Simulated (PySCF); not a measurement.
hexafluoropropene (C₃F₆), singlet, geometry from GFN2-xTB; PySCF with HF/STO-3G.

Input for PySCF:
```python
from pyscf import gto, scf

mol = gto.M(
    atom='''
F     2.49184748   -0.18829557    0.79842098
C     1.31418502    0.24683492    0.42467974
F     1.26067366    1.55824784    0.42112146
C     0.28229877   -0.52520184    0.08521556
F     0.37606850   -1.85663792    0.10149667
C    -1.06436063    0.03101770   -0.34154878
F    -1.61086992    0.78624932    0.61807922
F    -0.95447491    0.80748822   -1.42550070
F    -1.91799358   -0.94215242   -0.62584863
''',
    basis='sto-3g',
    verbose=4,
)

mf = scf.RHF(mol)
mf.kernel()
```

Q: What does PySCF print? Leave out banner, timings and long lists.

A: 
```
PySCF version 2.14.0

[INPUT] verbose = 4
[INPUT] num. atoms = 9
[INPUT] num. electrons = 72
[INPUT] charge = 0
[INPUT] spin (= nelec alpha-beta = 2S) = 0
[INPUT] symmetry False subgroup None
[INPUT] Mole.unit = angstrom
[INPUT] Symbol           X                Y                Z      unit          X                Y                Z       unit  Magmom
[INPUT]  1 F      2.491847480000  -0.188295570000   0.798420980000 AA    4.708909281388  -0.355827057769   1.508796984307 Bohr   0.0
[INPUT]  2 C      1.314185020000   0.246834920000   0.424679740000 AA    2.483449764806   0.466450396779   0.802528399251 Bohr   0.0
[INPUT]  3 F      1.260673660000   1.558247840000   0.421121460000 AA    2.382327949853   2.944661651795   0.795804224577 Bohr   0.0
[INPUT]  4 C      0.282298770000  -0.525201840000   0.085215560000 AA    0.533467360602  -0.992487637718   0.161034069951 Bohr   0.0
[INPUT]  5 F      0.376068500000  -1.856637920000   0.101496670000 AA    0.710666469076  -3.508537181282   0.191800908855 Bohr   0.0
[INPUT]  6 C     -1.064360630000   0.031017700000  -0.341548780000 AA   -2.011350088470   0.058614958014  -0.645433652379 Bohr   0.0
[INPUT]  7 F     -1.610869920000   0.786249320000   0.618079220000 AA   -3.044102971100   1.485795880426   1.168000449085 Bohr   0.0
[INPUT]  8 F     -0.954474910000   0.807488220000  -1.425500700000 AA   -1.803696172669   1.525931584613  -2.693805913376 Bohr   0.0
[INPUT]  9 F     -1.917993580000  -0.942152420000  -0.625848630000 AA   -3.624482574874  -1.780410041396  -1.182682506134 Bohr   0.0

nuclear repulsion = 511.088605343184
number of shells = 27
number of NR pGTOs = 135
number of NR cGTOs = 45
basis = sto-3g
ecp = {}

******** <class 'pyscf.scf.hf.RHF'> ********
method = RHF
initial guess = minao
damping factor = 0
level_shift factor = 0
DIIS = <class 'pyscf.scf.diis.CDIIS'>
diis_start_cycle = 1
diis_space = 8
diis_damp = 0
SCF conv_tol = 1e-09
SCF conv_tol_grad = None
SCF max_cycles = 50
direct_scf = True
direct_scf_tol = 1e-13
Set gradient conv threshold to 3.16228e-05
Initial guess from minao.
init E= -702.159627710841
  HOMO = -0.238308885750086  LUMO = 0.122250577115012  gap/eV = 9.81132
cycle= 1 E= -700.041571546793  delta_E= 2.12  |g|= 0.99  |ddm|= 4.25
  HOMO = -0.347830016816887  LUMO = 0.126683907483329  gap/eV = 12.91218
cycle= 2 E= -700.362865738856  delta_E= -0.321  |g|= 0.323  |ddm|= 1.68
  HOMO = -0.298771208426969  LUMO = 0.255799588162467  gap/eV = 15.09064
cycle= 3 E= -700.396316244288  delta_E= -0.0335  |g|= 0.0643  |ddm|= 0.444
  HOMO = -0.301541885424215  LUMO = 0.261835613877621  gap/eV = 15.33028
cycle= 4 E= -700.398867136133  delta_E= -0.00255  |g|= 0.0169  |ddm|= 0.156
  HOMO = -0.299492219949338  LUMO = 0.264308956778245  gap/eV = 15.34181
cycle= 5 E= -700.399035104769  delta_E= -0.000168  |g|= 0.00504  |ddm|= 0.039
  HOMO = -0.299766475301467  LUMO = 0.264518101512511  gap/eV = 15.35497
cycle= 6 E= -700.399047481478  delta_E= -1.24e-05  |g|= 0.00111  |ddm|= 0.0101
  HOMO = -0.29988683651572  LUMO = 0.264460389291599  gap/eV = 15.35667
cycle= 7 E= -700.399048340176  delta_E= -8.59e-07  |g|= 0.000362  |ddm|= 0.00295
  HOMO = -0.299855249210217  LUMO = 0.264546927964355  gap/eV = 15.35817
cycle= 8 E= -700.399048419035  delta_E= -7.89e-08  |g|= 9.75e-05  |ddm|= 0.00093
  HOMO = -0.299859848921803  LUMO = 0.264535995229833  gap/eV = 15.35799
cycle= 9 E= -700.39904842554  delta_E= -6.5e-09  |g|= 1.6e-05  |ddm|= 0.000314
  HOMO = -0.299858876156434  LUMO = 0.264536019461502  gap/eV = 15.35797
cycle= 10 E= -700.39904842572  delta_E= -1.8e-10  |g|= 3.6e-06  |ddm|= 4.73e-05
  HOMO = -0.299859134525236  LUMO = 0.264535564042973  gap/eV = 15.35796
Extra cycle  E= -700.399048425731  delta_E= -1.11e-11  |g|= 1.49e-06  |ddm|= 6.93e-06
converged SCF energy = -700.399048425731
```
